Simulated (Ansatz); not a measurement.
Relaxation of a periodic cell of 17 atoms, Be16C (host Be, host structure hcp, interstitial C), to a largest force component of 0.03 eV/Å in at most 60 steps.

Theory: Ansatz, DFT PBEsol, scalar-relativistic, plane waves, PAW. Settings: cutoff 420 eV, k mesh 5x5x3, gaussian smearing 0.05 eV, no spin polarisation.

```xyz
17
Lattice="-2.2900 -3.9664 0.0000 3.4350 -1.9832 0.0000 0.0000 0.0000 7.1769" Properties=species:S:1:pos:R:3
Be 0.000 -3.966 0.000
Be 0.000 -2.644 1.794
Be 0.000 -3.966 3.588
Be 0.000 -2.644 5.383
Be -1.145 -1.983 0.000
Be 2.290 -2.644 1.794
Be -1.145 -1.983 3.588
Be 2.290 -2.644 5.383
Be 1.145 -1.983 0.000
Be 1.145 -0.661 1.794
Be 1.145 -1.983 3.588
Be 1.145 -0.661 5.383
Be 0.000 0.000 0.000
Be 1.145 -4.627 1.794
Be 0.000 0.000 3.588
Be 1.145 -4.627 5.383
C 1.184 -3.306 0.839
```

**Question.** Where does it end, and by what steps?

**Answer.** It converged. Limits of this set-up: coarse k mesh. After 4 steps the energy has fallen by 0.848 eV; Be13 moved furthest, 0.14 Å.

```tsv
step	energy less start (eV)	largest force component (eV/Å)	accepted
0	0.0000	2.205	yes
1	-0.6016	1.237	yes
2	-0.8385	0.169	yes
3	-0.8452	0.079	yes
4	-0.8475	0.025	yes
```

```xyz
17
Lattice="-2.2900 -3.9664 0.0000 3.4350 -1.9832 0.0000 0.0000 0.0000 7.1769" Properties=species:S:1:pos:R:3
Be -0.006 -4.064 -0.056
Be 0.015 -2.651 1.914
Be -0.034 -3.974 3.633
Be 0.003 -2.646 5.333
Be -1.149 -1.977 -0.132
Be 2.303 -2.543 1.843
Be -1.144 -1.983 3.631
Be 2.326 -2.635 5.330
Be 1.229 -1.926 -0.055
Be 1.036 -0.596 1.850
Be 1.135 -1.949 3.634
Be 1.155 -0.667 5.337
Be 0.115 -0.064 -0.058
Be 1.064 -4.686 1.845
Be -0.011 0.007 3.627
Be 1.156 -4.662 5.331
C 1.152 -3.309 0.893
```

Whether the end is a true minimum wasn't checked by a vibrational analysis.

Time of the run: 77 s on 1 thread of Arm Neoverse V1, with other jobs on the host, peak memory 0.43 GiB.
